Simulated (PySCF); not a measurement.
V(Cl)4, SMILES [Cl][V]([Cl])([Cl])[Cl] (Cl4V), doublet, B3LYP/def2-SVP optimised geometry.

```
5

V     -0.74    -1.02     0.00
Cl     1.40    -1.02     0.00
Cl    -1.56    -1.98    -1.73
Cl    -1.40    -2.10     1.73
Cl    -1.40     1.02     0.00
```

Density from unrestricted B3LYP/def2-TZVP run with PySCF 2.14.0 at that geometry.

Minimum of the electron density along straight lines between bonded atoms, close to the bond critical point (lines longer than 1.1 times the sum of covalent radii, or with two minima, are not listed):

```tsv
bond	length / Å	ρ at the minimum / e bohr⁻³	∇²ρ there / e bohr⁻⁵	position (fraction from the first atom)
V1–Cl2	2.142	0.109	0.28	0.46
V1–Cl3	2.141	0.109	0.28	0.46
V1–Cl4	2.141	0.109	0.28	0.46
V1–Cl5	2.142	0.109	0.28	0.46
```
